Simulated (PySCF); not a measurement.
Geometries of 3 isomers of C4H7BrO, from PBE0-D3(BJ)/def2-SVP geometry optimisation, gas phase in PySCF. One conformer each, no zero-point energy, no frequencies.

Question: Which isomer lies lowest at this level?
A.
```xyz
13
angstrom
C      1.965    0.000   -0.078
O      0.806   -0.757   -0.305
C     -0.262   -0.346    0.449
C     -1.620   -0.700   -0.055
C     -1.184    0.735   -0.057
Br    -0.810    1.600   -1.714
H      2.752   -0.403   -0.728
H      2.299   -0.079    0.975
H      1.811    1.066   -0.320
H     -0.091   -0.349    1.538
H     -1.637   -1.205   -1.024
H     -2.396   -1.010    0.649
H     -1.626    1.431    0.659
```
B.
```xyz
13
angstrom
C      1.837    0.763   -0.039
O      1.024   -0.282   -0.499
C     -0.049   -0.533    0.322
C     -1.250   -1.161   -0.300
C     -1.299    0.273    0.134
Br    -2.353    0.796    1.638
H      1.281    1.716    0.031
H      2.660    0.883   -0.756
H      2.264    0.541    0.957
H      0.199   -0.821    1.354
H     -1.799   -1.902    0.285
H     -1.214   -1.341   -1.377
H     -1.290    1.042   -0.642
```
C.
```xyz
13
angstrom
C     -2.042   -0.216   -0.587
C     -0.714   -0.465   -1.254
O     -0.619   -1.062   -2.300
C      0.513    0.073   -0.541
C      1.781   -0.225   -1.303
Br     3.341    0.478   -0.385
H     -2.848   -0.633   -1.202
H     -2.061   -0.678    0.413
H     -2.204    0.864   -0.442
H      0.388    1.158   -0.388
H      0.551   -0.360    0.474
H      1.940   -1.304   -1.421
H      1.769    0.227   -2.302
```

Answer: C. That is `CC(=O)CCBr`, 33.1 kcal/mol below the next.

```
             SMILES                      atoms numbered as above       E (Eh)  relative (kcal/mol)  relative (kJ/mol)  dipole (D)
         CC(=O)CCBr     [CH3:1][C:2](=[O:3])[CH2:4][CH2:5][Br:6]  -2804.98345                  0.0                0.0        2.63
 CO[C@@H]1C[C@H]1Br   [CH3:1][O:2][C@@H:3]1[CH2:4][C@H:5]1[Br:6]  -2804.93069                 33.1              138.5        1.15
CO[C@@H]1C[C@@H]1Br  [CH3:1][O:2][C@@H:3]1[CH2:4][C@@H:5]1[Br:6]  -2804.92910                 34.1              142.7        1.96
```

As drawn, the lowest has a C=O bond, which the highest lacks; the highest has a three-membered ring, which the lowest lacks.
